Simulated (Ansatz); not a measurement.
**Molecular dynamics of CH6AlBS**

Input:

```yaml
crystal:
  periodic: [false, false, false]
  atoms:
    - { symbol: C, position_ang: [-0.982539, 1.482525, -0.510523] }
    - { symbol: Al, position_ang: [0.468517, 0.370123, -0.112751] }
    - { symbol: B, position_ang: [0.860802, -1.601246, 0.516234] }
    - { symbol: S, position_ang: [0.415509, -3.047557, -0.420899] }
    - { symbol: H, position_ang: [-1.978003, 1.183398, -0.895177] }
    - { symbol: H, position_ang: [-0.835448, 2.577348, -0.599575] }
    - { symbol: H, position_ang: [-0.028029, 1.702413, 0.929307] }
    - { symbol: H, position_ang: [0.935446, 1.66743, 1.052563] }
    - { symbol: H, position_ang: [1.455099, -1.895356, 1.536526] }
    - { symbol: H, position_ang: [-0.228055, -2.490279, -1.492806] }
magnetization:
  spin_polarized: true
basis:
  gaussian: { orbitals: def2-SVP }
hamiltonian:
  xc: pbe
  dispersion: d4
md:
  timestep: 0.5
  n_steps: 200
  ensemble: nve
  temperature: 100.0
  initial_velocities: maxwell_boltzmann
  seed: 7509
```

Command:

```bash
$ ansatz run input.yaml --threads 2 --pin off --max-ram 3072MiB --backend cpu --events-out ev --progress --plain --runs-dir out
```

It starts at the highest image of a converged band. Of that band: Neighbouring images differ by up to 2.2 eV, so the band resolves the path poorly. A vibrational analysis at the climbing image gives one clearly imaginary mode, 863i cm⁻¹: a first-order saddle point.

Output, in part (step lines, the closing report, with atoms numbered from 0):

```
md step     0: t =     0.00 fs  T =   100.0 K  F+E_penalty+E_count = -19222.77757140 eV  E_kin = 0.103408 eV  conserved = -19222.67416340 eV  (39 SCF iters)
md step     1: t =     0.50 fs  T =    98.5 K  F+E_penalty+E_count = -19222.77605132 eV  E_kin = 0.101908 eV  conserved = -19222.67414356 eV  (35 SCF iters)
md step     2: t =     1.00 fs  T =    94.5 K  F+E_penalty+E_count = -19222.77178435 eV  E_kin = 0.097699 eV  conserved = -19222.67408509 eV  (35 SCF iters)
md step     3: t =     1.50 fs  T =    88.7 K  F+E_penalty+E_count = -19222.76569586 eV  E_kin = 0.091694 eV  conserved = -19222.67400231 eV  (35 SCF iters)
md step     4: t =     2.00 fs  T =    82.4 K  F+E_penalty+E_count = -19222.75908559 eV  E_kin = 0.085167 eV  conserved = -19222.67391866 eV  (29 SCF iters)
md step     5: t =     2.50 fs  T =    76.8 K  F+E_penalty+E_count = -19222.75326438 eV  E_kin = 0.079406 eV  conserved = -19222.67385830 eV  (29 SCF iters)
md step     6: t =     3.00 fs  T =    72.9 K  F+E_penalty+E_count = -19222.74917551 eV  E_kin = 0.075337 eV  conserved = -19222.67383824 eV  (28 SCF iters)
md step     7: t =     3.50 fs  T =    70.9 K  F+E_penalty+E_count = -19222.74713459 eV  E_kin = 0.073273 eV  conserved = -19222.67386122 eV  (28 SCF iters)
[... lines left out ...]
Total energy: -19224.30967729 eV, -706.4803499352 hartree
Atom 0 at    -1.235460     1.451912    -0.453572 Å, force     0.440023    -1.797089     2.802952 eV/Å
Atom 1 at     0.713094     0.416797    -0.071741 Å, force    -1.565097     1.939572     0.661875 eV/Å
Atom 2 at     0.723009    -1.557221     0.452644 Å, force     0.449422    -0.944679     0.033457 eV/Å
Atom 3 at     0.383908    -3.061410    -0.422559 Å, force    -0.124450     0.008397    -0.243126 eV/Å
Atom 4 at    -1.721350     1.461282    -1.422517 Å, force    -0.107290     0.024995    -0.816253 eV/Å
Atom 5 at    -0.889933     2.481224    -0.139784 Å, force    -0.860668    -0.466832     0.000801 eV/Å
Atom 6 at    -2.089532     0.891733     0.326891 Å, force     2.383902     1.703124    -1.759206 eV/Å
Atom 7 at     1.841872     1.364606     0.791597 Å, force    -0.471294    -0.354166    -0.828718 eV/Å
Atom 8 at     1.088709    -1.784021     1.607661 Å, force    -0.227462    -0.029391    -0.149430 eV/Å
Atom 9 at     0.041111    -2.585975    -1.674608 Å, force     0.082914    -0.083931     0.297647 eV/Å
Dipole moment:    -0.025056    -0.097300    -0.405894 e Å
```

The steps, from the saved trajectory:

```json
{"time (fs)": "0", "T (K)": "100", "potential energy less start (eV)": "0.000", "conserved less start (meV/atom)": "0.00"}
{"time (fs)": "3", "T (K)": "73", "potential energy less start (eV)": "0.028", "conserved less start (meV/atom)": "0.03"}
{"time (fs)": "6", "T (K)": "69", "potential energy less start (eV)": "0.033", "conserved less start (meV/atom)": "0.01"}
{"time (fs)": "9", "T (K)": "50", "potential energy less start (eV)": "0.052", "conserved less start (meV/atom)": "0.03"}
{"time (fs)": "12", "T (K)": "70", "potential energy less start (eV)": "0.032", "conserved less start (meV/atom)": "0.03"}
{"time (fs)": "15", "T (K)": "148", "potential energy less start (eV)": "-0.048", "conserved less start (meV/atom)": "0.07"}
{"time (fs)": "18", "T (K)": "555", "potential energy less start (eV)": "-0.469", "conserved less start (meV/atom)": "0.16"}
{"time (fs)": "21", "T (K)": "1375", "potential energy less start (eV)": "-1.325", "conserved less start (meV/atom)": "-0.60"}
{"time (fs)": "24", "T (K)": "1754", "potential energy less start (eV)": "-1.717", "conserved less start (meV/atom)": "-0.72"}
{"time (fs)": "27", "T (K)": "1279", "potential energy less start (eV)": "-1.218", "conserved less start (meV/atom)": "0.05"}
{"time (fs)": "30", "T (K)": "1176", "potential energy less start (eV)": "-1.111", "conserved less start (meV/atom)": "0.14"}
{"time (fs)": "33", "T (K)": "2116", "potential energy less start (eV)": "-2.092", "conserved less start (meV/atom)": "-0.74"}
{"time (fs)": "36", "T (K)": "1611", "potential energy less start (eV)": "-1.558", "conserved less start (meV/atom)": "0.42"}
{"time (fs)": "39", "T (K)": "1580", "potential energy less start (eV)": "-1.533", "conserved less start (meV/atom)": "-0.17"}
{"time (fs)": "42", "T (K)": "894", "potential energy less start (eV)": "-0.818", "conserved less start (meV/atom)": "0.24"}
{"time (fs)": "45", "T (K)": "1729", "potential energy less start (eV)": "-1.692", "conserved less start (meV/atom)": "-0.79"}
{"time (fs)": "48", "T (K)": "1392", "potential energy less start (eV)": "-1.335", "conserved less start (meV/atom)": "0.13"}
{"time (fs)": "51", "T (K)": "1283", "potential energy less start (eV)": "-1.224", "conserved less start (meV/atom)": "-0.07"}
{"time (fs)": "54", "T (K)": "690", "potential energy less start (eV)": "-0.609", "conserved less start (meV/atom)": "0.19"}
{"time (fs)": "57", "T (K)": "1479", "potential energy less start (eV)": "-1.431", "conserved less start (meV/atom)": "-0.58"}
{"time (fs)": "60", "T (K)": "959", "potential energy less start (eV)": "-0.879", "conserved less start (meV/atom)": "0.91"}
{"time (fs)": "63", "T (K)": "1245", "potential energy less start (eV)": "-1.187", "conserved less start (meV/atom)": "-0.24"}
{"time (fs)": "66", "T (K)": "479", "potential energy less start (eV)": "-0.390", "conserved less start (meV/atom)": "0.21"}
{"time (fs)": "69", "T (K)": "1217", "potential energy less start (eV)": "-1.159", "conserved less start (meV/atom)": "-0.38"}
{"time (fs)": "72", "T (K)": "918", "potential energy less start (eV)": "-0.837", "conserved less start (meV/atom)": "0.98"}
{"time (fs)": "75", "T (K)": "1369", "potential energy less start (eV)": "-1.316", "conserved less start (meV/atom)": "-0.32"}
{"time (fs)": "78", "T (K)": "839", "potential energy less start (eV)": "-0.763", "conserved less start (meV/atom)": "0.15"}
{"time (fs)": "81", "T (K)": "1625", "potential energy less start (eV)": "-1.579", "conserved less start (meV/atom)": "-0.22"}
{"time (fs)": "84", "T (K)": "1436", "potential energy less start (eV)": "-1.372", "conserved less start (meV/atom)": "0.92"}
{"time (fs)": "87", "T (K)": "2073", "potential energy less start (eV)": "-2.046", "conserved less start (meV/atom)": "-0.58"}
{"time (fs)": "90", "T (K)": "1266", "potential energy less start (eV)": "-1.205", "conserved less start (meV/atom)": "0.16"}
{"time (fs)": "93", "T (K)": "1705", "potential energy less start (eV)": "-1.661", "conserved less start (meV/atom)": "-0.13"}
{"time (fs)": "96", "T (K)": "1463", "potential energy less start (eV)": "-1.406", "conserved less start (meV/atom)": "0.44"}
{"time (fs)": "99", "T (K)": "1884", "potential energy less start (eV)": "-1.852", "conserved less start (meV/atom)": "-0.72"}
```

The run went to its last step. The conserved energy stayed within 1.5 meV per atom of its start (net change -0.19 meV per atom), so the integration is sound. The kinetic energy rose, since the run started high on the potential surface and went downhill. A run of 0.1 ps of so small a system gives no equilibrium averages. The orbitals were unrestricted but ended closed-shell.

Between its relaxed ends the band would form H7–H8 and break C1–H7, Al2–H8. These pairs go: H7–H8 0.97 → 3.99 Å, C1–H7 1.74 → 1.29 Å, Al2–H8 1.81 → 1.71 Å. In the last frame they stand as before the step (other bonds may differ from the relaxed reactants and products). These pairs come and go: their bonding changes 13 times, last at 92 of 100 fs, so the outcome isn't settled. Also parted: Al2–H7 1.76 → 2.87 Å. It ends as one piece, CH6AlBS. Pairs count as bonded within 1.25 times the sum of covalent radii (0.12 Å more for H–H).

Last frame:

```xyz
10
Properties=species:S:1:pos:R:3
C -1.236 1.452 -0.454
Al 0.713 0.417 -0.072
B 0.723 -1.557 0.453
S 0.384 -3.061 -0.423
H -1.721 1.461 -1.423
H -0.890 2.481 -0.140
H -2.090 0.892 0.327
H 1.842 1.365 0.792
H 1.089 -1.784 1.608
H 0.041 -2.586 -1.675
```

Time of the run: 5.5 min on 2 threads of Intel(R) Xeon(R) Platinum 8488C (Sapphire Rapids) (shared host), peak memory 0.17 GiB.
